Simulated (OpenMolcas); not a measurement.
What dynamic correlation does to the levels of Kr III

```json
{
  "Program": "OpenMolcas 26.06",
  "Basis": "ANO-RCC-VTZP [6s5p3d1f]",
  "Scalar Hamiltonian": "DKH2, point nucleus",
  "Active space": "4 electrons in 3 orbitals (4p)",
  "State averaging": "2S+1 = 3 even, 3 roots; 2S+1 = 1 even, 6 roots",
  "Spin-orbit coupling": "RASSI with atomic mean-field integrals over the reference wave functions, term energies averaged over their components"
}
```

Methods on the same reference wave functions:
A. CASSCF
B. SS-CASPT2, IPEA 0.25 Eh, imaginary shift 0.1 Eh (closed shells correlated: 3d 4s)
C. XMS-CASPT2, IPEA 0.25 Eh, imaginary shift 0.1 Eh (closed shells correlated: 3d 4s)

Energies in cm-1 above 4s2 4p4 3P2, the measured ground level; measured values from Saloman, J. Phys. Chem. Ref. Data 36, 215 (2007).

```json
{"Level": "4s2 4p4 3P2", "A": "0.0", "B": "0.0", "C": "0.0", "Measured": "0.0"}
{"Level": "4s2 4p4 3P1", "A": "4079", "B": "4140", "C": "4140", "Measured": "4548"}
{"Level": "4s2 4p4 3P0", "A": "5101", "B": "5020", "C": "5020", "Measured": "5313"}
{"Level": "4s2 4p4 1D2", "A": "17078", "B": "15040", "C": "14940", "Measured": "14644"}
{"Level": "4s2 4p4 1S0", "A": "39040", "B": "34350", "C": "34300", "Measured": "33080"}
```

Deviations, from unrounded energies. A percentage is the sum of absolute deviations over the sum of measured energies, with the sign that they share, or ± where signs differ.

```
                        Against measurement  Levels      A     B     C
             mean absolute deviation (cm-1)       4   2300   590   550
      fine structure of the ground term (%)       2   -6.9  -7.1  -7.1
other terms of the ground configuration (%)       2  +17.6  +3.5  +3.2
```

C lies closest to measurement on these levels and A furthest from it. The largest miss of C in the table is 4s2 4p4 1S0, by +1200 cm-1. The ranking rests on the paired levels alone, and a cruder setting can come out closer through cancelling errors.

Between B and C the level of the table that moves most is 4s2 4p4 1D2, by 110 cm-1 (lowest in C, highest in B). Moves below CASPT2's spread within the term are not significant.

The mean deviations of B to C differ by less than CASPT2's widest spread within a term (690 cm-1), so their order carries little weight.

From A to B the spin-free energies of the other terms of 4s2 4p4 shown, above 3P, scale by factors of 0.85 to 0.86.

The lowest spin-free term lies below A's lowest term by 0.176 hartree in B, 0.180 hartree in C.

CASPT2 breaks the degeneracy within a term, and the mean is taken; among the terms shown or strongly mixed into the levels shown the widest spread is 690 cm-1 (4s2 4p4 1D, C). With the s shell closed, the reference lacks s² → p² mixing. Measured partners are found by configuration, term and J. A level has none where our copy of the source lacks it or the pairing is in doubt (some pairs that miss far off the trend of their configuration count as doubtful), and it then counts in no deviation. Only configurations of the active space appear.
